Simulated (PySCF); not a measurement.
BrHSe. Atoms are numbered in the order given.

```xyz
3

Se     0.0444     1.1712     0.0000
H     -1.4230     1.3117     0.0000
Br    -0.0024    -1.1752     0.0000
```
Charge 0, spin multiplicity 1.

Geometry optimised at B3LYP-D3(BJ)/def2-TZVP.

The numbers are results of PBE/def2-TZVPD run with PySCF, not measurements.

Mulliken values depend strongly on the basis, most of all with diffuse functions as here. ESP charges are fitted to the potential on shells at 1.4 to 2.0 van der Waals radii. Atomic charges (e):

```
atom    IAO  Mulliken     ESP fit
----  -----  --------  ----------
Se1    0.05     -0.06  (withheld)
H2     0.08      0.18  (withheld)
Br3   -0.13     -0.12  (withheld)
```

Some entries are withheld; supply them. (Estimate from the structure and the level; the computed values follow.)


- Se1, ESP fit: -0.04
- H2, ESP fit: 0.12
- Br3, ESP fit: -0.08
